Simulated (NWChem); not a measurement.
# CrNHSClF; SMILES [Cr](=[S])([Cl])([F])=[NH]

All runs: NWChem. Pople sets run with spherical d functions. Coordinates come from a B3LYP/6-31G* (spherical d) optimisation.

For level TPSS/STO-3G:

| Property | Value |
|---|---|
| highest occupied level (eV) | -3.57 |
| orbital gap (eV) | 2.65 |

Problem. How do the values read with level TPSS/6-31G* instead?

Solution. 
* **highest occupied level (eV)**: -7.03
* **orbital gap (eV)**: 1.98
